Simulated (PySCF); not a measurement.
**Working out the ionisation energy of O⁺**

O⁺ [He] 2s2 2p3 (4S) → O²⁺ [He] 2s2 2p2 (3P). All numbers are calculated (PySCF 2.14, scalar relativity by spin-free X2C-1e, in aug-cc-pVTZ-DK). Frozen: 1s2. Energies in hartree (1 hartree = 27.21139 eV):

```tsv
part	O⁺ (lower)	O²⁺ (upper)
UHF	-74.423233	-73.153309
MP2 opposite-spin	-0.069210	-0.062201
MP2 same-spin	-0.029289	-0.013094
```

Problem. What does Hartree-Fock give?

Solution. (-73.153309) − (-74.423233) = 1.269924 hartree = 34.556 eV.

Problem. What do MP2 and SCS-MP2 (6/5 opposite-spin, 1/3 same-spin) give?

Solution. The opposite-spin parts differ by 0.191 eV and the same-spin parts by 0.441 eV. MP2: 34.556 + (0.191) + (0.441) = 35.188 eV. SCS-MP2: 34.556 + 1.2 × (0.191) + (0.441)/3 = 34.932 eV.

A first-order spin-orbit estimate adds -0.027 eV to MP2 (valence), giving 35.161 eV against 35.121 eV (measured; NIST Atomic Spectra Database, ionization energies).

What remains against the reference includes basis incompleteness, the frozen core and correlation beyond second order.
